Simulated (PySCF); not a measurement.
Al(GeH3)(OH)2 (AlGeH5O2), SMILES [OH][Al]([GeH3])[OH].

The structure is a stationary point at PBE0-D3(BJ)/def2-SVP. The structure was generated by enumeration; whether it is a known compound was not checked. Other conformers were not sampled.

Level of theory: TDDFT-PBE/def2-SVPD in PySCF.

Vertical excitations. Gas-phase values at a fixed geometry.

Computed excitation energies, oscillator strengths and character:
```json
[
 {"state": "S1", "energy (eV)": "5.87", "λ (nm)": "211", "f": "0.203", "main pairs": "HOMO→LUMO 95 %"},
 {"state": "S2", "energy (eV)": "6.11", "λ (nm)": "203", "f": "0.030", "main pairs": "HOMO→LUMO+1 81 %"},
 {"state": "S3", "energy (eV)": "6.11", "λ (nm)": "203", "f": "0.002", "main pairs": "HOMO−1→LUMO 92 %"},
 {"state": "S4", "energy (eV)": "6.17", "λ (nm)": "201", "f": "0.006", "main pairs": "HOMO−2→LUMO 75 %, HOMO−1→LUMO+1 25 %"},
 {"state": "S5", "energy (eV)": "6.19", "λ (nm)": "200", "f": "0.001", "main pairs": "HOMO−2→LUMO+1 95 %"},
 {"state": "S6", "energy (eV)": "6.56", "λ (nm)": "189", "f": "0.025", "main pairs": "HOMO−1→LUMO+1 64 %, HOMO−2→LUMO 20 %"},
 {"state": "S7", "energy (eV)": "6.59", "λ (nm)": "188", "f": "0.017", "main pairs": "HOMO−3→LUMO 90 %"},
 {"state": "S8", "energy (eV)": "6.75", "λ (nm)": "184", "f": "0.042", "main pairs": "HOMO−4→LUMO 85 %"},
 {"state": "S9", "energy (eV)": "6.79", "λ (nm)": "183", "f": "0.005", "main pairs": "HOMO−4→LUMO+1 77 %, HOMO−5→LUMO 18 %"},
 {"state": "S10", "energy (eV)": "6.85", "λ (nm)": "181", "f": "0.080", "main pairs": "HOMO−3→LUMO+1 61 %, HOMO→LUMO+2 20 %"},
 {"state": "T1", "energy (eV)": "5.01", "λ (nm)": "247", "f": "0", "main pairs": "HOMO→LUMO+1 98 %"},
 {"state": "T2", "energy (eV)": "5.33", "λ (nm)": "233", "f": "0", "main pairs": "HOMO→LUMO 97 %"},
 {"state": "T3", "energy (eV)": "5.88", "λ (nm)": "211", "f": "0", "main pairs": "HOMO−1→LUMO+1 89 %"},
 {"state": "T4", "energy (eV)": "5.92", "λ (nm)": "210", "f": "0", "main pairs": "HOMO−1→LUMO 92 %"}
]
```
Triplets are in the Tamm–Dancoff approximation, which puts them higher than full response would, so one can lie above its singlet here.
